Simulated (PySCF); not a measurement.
**Stretching KSr⁻**

Set-up: PySCF, scalar-relativistic core potentials, basis sets K def2-SVPD, Sr def2-SVPD with ECP28. Energies in eV from K⁻ + Sr in their ground configurations at the same level. State: ¹Σ⁺ (singlet), closed shell.

| R (Å) | PBE |
| --- | --- |
| 4.123 | -0.3375 |
| 4.315 | -0.3804 |
| 4.506 | -0.4028 |
| 4.650 | -0.4097 |
| 4.794 | -0.4104 |
| 4.938 | -0.4064 |
| 5.130 | -0.3959 |
| 5.369 | -0.3774 |
| 5.657 | -0.3511 |
| 6.040 | -0.3143 |

Put a parabola through the three lowest points of the PBE curve and estimate Re, k and ωe (reduced mass 27.0 u; 1 eV/Å² = 0.16022 mdyn/Å; ωe = 1302.8·√(k/μ) cm⁻¹).

Through R = 4.65, 4.794, 4.938 Å the second-order coefficient is 0.113 eV/Å², so Re ≈ 4.743 Å, k ≈ 0.0363 mdyn/Å and ωe ≈ 48 cm⁻¹. A polynomial fit of higher order to the unrounded PBE energies gives Re = 4.739 Å, k = 0.0403 mdyn/Å, ωe = 50.3 cm⁻¹; anharmonicity and rounding make the difference.

The higher-order fit for each curve: PBE: Re = 4.739 Å, ωe = 50.3 cm⁻¹, De = 0.411 eV.

Closed-shell solutions of metal pairs were not tested for spin polarisation, which can lower them a little. For an ion De counts to the pair picked by the measured ionisation energies or electron affinities, which need not be the lowest pair at this level. The highest Kohn–Sham level is positive in this anion. Much of that is self-interaction error, but it also means that the finite basis helps to hold the extra electron.
